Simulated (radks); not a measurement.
The numbers below are computed, except where a source is named.
Q: Valence configurations of neutral copper (all share [Ar]). Level of theory: Dirac Kohn-Sham, PBE, spin-unpolarised, spherical densities, finite nucleus; open shells are shared between the two j in proportion to 2j + 1; Fermi nuclear charge, rms radius 3.8823 fm (a radial shooting solver on a logarithmic mesh with Libxc functionals). Order these by energy: 3d8.5 4s2 4p0.5; 3d9.5 4s1.5; 3d9 4s2; 3d8.5 4s1.5 4p1; 3d9.5 4s1 4p0.5; 3d9 4s1 4p1; 3d8 4s2 4p1; 3d10 4p1; 3d10 4s1; 3d8 4s1.5 4p1.5.

A: From the lowest, in eV above it: 3d10 4s1 0.000; 3d9.5 4s1.5 0.576; 3d9 4s2 1.971; 3d9.5 4s1 4p0.5 2.760; 3d10 4p1 4.137; 3d9 4s1 4p1 6.811; 3d8.5 4s2 4p0.5 6.889; 3d8.5 4s1.5 4p1 9.542; 3d8 4s2 4p1 13.375; 3d8 4s1.5 4p1.5 16.290. NIST lists [Ar] 3d10 4s1 as the ground configuration; this level of theory agrees among the configurations tried. The energies are those of spherical spin-averaged densities, not of single terms.
